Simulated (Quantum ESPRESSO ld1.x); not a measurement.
Values are calculated unless marked as measured or tabulated.
Problem. These are the eigenvalues of the occupied orbitals of an atom or ion with whole-number occupations (eV). Code: ld1.x of Quantum ESPRESSO 7.5. Model: scalar-relativistic Kohn-Sham, LDA (Slater exchange, Perdew-Zunger correlation), spin-polarised, spherical densities, point nucleus.

1s: -52423.1
2s: -11775.1
2p: -10957.6

Which element is it, and in what charge state? The configuration may be excited. Open shells, if any, are filled with parallel spins first.

Solution. Z = 63, europium, charge +53: Eu53+ in [Ne]. The list shows which subshells hold electrons but not how many an open one holds; the 1s level, -1926.5 hartree, gives Z - s = 62.1 by -(Z - s)^2/2, which with screening and relativity narrows Z to a few neighbours, and the depths of the outer levels then fix element, charge and occupations together.
